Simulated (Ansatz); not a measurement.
C₂H₇SSi (`C[SiH](C)[S]`) radical, relaxed with UKS PBE-D4/def2-SVP in Ansatz 0.2.0 from a rough embedded geometry. The force threshold is 0.03 eV/Å; the program also tests the step.

Total charge 0; spin multiplicity 2.

Start:

```xyz
11

C    -0.717   -0.669    1.157
Si    0.612    0.172    0.290
C     0.093    0.626   -1.393
S     2.286   -1.129    0.094
H    -1.035   -1.626    0.700
H    -1.632   -0.065    1.312
H    -0.428   -0.968    2.200
H     0.993    1.375    0.996
H    -0.246   -0.215   -2.007
H    -0.796    1.329   -1.395
H     0.871    1.170   -1.955
```

Q: How much energy does the relaxation release, and in how many steps? (An estimate is asked.)

A: Computed: 24.45 kJ/mol, in 4 steps.

Q: Which bonds change most? (Best estimate.)

A: Ansatz gave: C1–Si2 from 1.796 to 1.889 Å; Si2–C3 from 1.819 to 1.902 Å; Si2–H8 from 1.446 to 1.510 Å; C3–H10 from 1.133 to 1.110 Å.

Q: Give the relaxed structure. (Estimate.)

A: Computed: 
```xyz
11

C    -0.771   -0.706    1.228
Si    0.627    0.167    0.305
C     0.084    0.641   -1.456
S     2.339   -1.097    0.024
H    -1.091   -1.615    0.680
H    -1.644   -0.029    1.336
H    -0.446   -1.011    2.243
H     1.015    1.420    1.051
H    -0.202   -0.258   -2.037
H    -0.798    1.310   -1.378
H     0.889    1.176   -1.996
```
